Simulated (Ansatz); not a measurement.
This geometry of CH₈AlFN₂Si (14 atoms, charge 0, multiplicity 1) is a first-order saddle point.

Level of theory: RKS PBE-D4/def2-SVP (Ansatz).

```xyz
14
Properties=species:S:1:pos:R:3
N 1.594 0.664 -0.993
C 0.570 0.252 -0.042
F 1.016 0.696 1.258
Si 0.400 -1.670 0.144
N -0.670 0.887 -0.351
Al -2.186 1.019 0.635
H 2.391 1.031 -0.458
H 1.944 -0.126 -1.548
H -0.772 -2.007 1.021
H 1.664 -2.251 0.717
H 0.185 -2.247 -1.231
H -0.506 1.568 -1.104
H -3.249 2.069 0.074
H -2.395 0.085 1.906
```

(1) Which two structures does it join? (They come from a converged band through this point; their orientation in space is the band's.)

(2) How far does it lie above each of them?

## Answers

(1) No bond is made or broken. The height of N1 over the plane of its neighbours goes from 0.35 to 0.37 Å.

Image 0:

```xyz
14
Properties=species:S:1:pos:R:3
N 1.607 0.577 -0.842
C 0.549 0.101 -0.036
F 0.726 0.437 1.370
Si 0.436 -1.832 -0.023
N -0.693 0.721 -0.405
Al -2.021 1.288 0.689
H 1.667 1.604 -0.804
H 2.513 0.172 -0.584
H -0.609 -2.218 0.983
H 1.759 -2.454 0.346
H 0.027 -2.321 -1.386
H -0.750 0.857 -1.419
H -3.158 2.086 -0.100
H -2.067 0.952 2.241
```

Image 10:

```xyz
14
Properties=species:S:1:pos:R:3
N 1.640 0.644 -0.915
C 0.664 0.328 0.108
F 1.306 0.689 1.342
Si 0.370 -1.580 0.343
N -0.494 1.119 -0.112
Al -2.234 0.877 0.309
H 2.511 0.115 -0.779
H 1.267 0.418 -1.845
H -0.405 -1.946 1.576
H 1.748 -2.179 0.435
H -0.316 -2.143 -0.875
H -0.193 2.052 -0.434
H -3.181 2.131 0.046
H -2.694 -0.556 0.830
```

(2) 24.9 kJ/mol above the first and 10.2 kJ/mol above the second. This is the barrier of this one path; another mechanism may lie lower.

Time of the run: 5.4 min on 2 threads of AMD EPYC 9R45 96-Core Processor (Zen 5) (shared host), peak memory 0.21 GiB.
